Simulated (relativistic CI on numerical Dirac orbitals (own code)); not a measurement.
**Pt2+: 4d photoemission**

Computed with this model: Dirac-Coulomb-Breit CI, KLI orbitals optimised for each configuration, model QED, multiplet model of photoemission in the sudden approximation, unscaled Slater integrals; configurations [Xe] 4f14 5d8 → [Kr] 4d9 4f14 5s2 5p6 5d8; 300 K; Lorentzian 2.45 eV and Gaussian 0.6 eV FWHM. Energies are those of the free ion, without screening or charge transfer. The energies are binding energies and can lie tens of eV above those of solids. S is read from ⟨S²⟩ = S(S + 1).

free ion: ground-state S = 0.98, centroid 354.84 eV. Peaks (eV, height): 347.4 (100), 365.2 (79).

Strongest unbroadened transitions for free ion:

```tsv
Energy (eV)	Relative strength
347.08	53.8
347.14	82.7
347.32	100.0
347.64	19.9
347.79	22.0
348.19	21.3
349.10	15.9
349.53	30.6
350.37	5.0
350.60	8.4
351.00	2.6
351.09	4.0
351.33	7.4
364.83	48.0
365.08	69.0
365.36	39.8
365.44	86.5
366.39	4.8
```
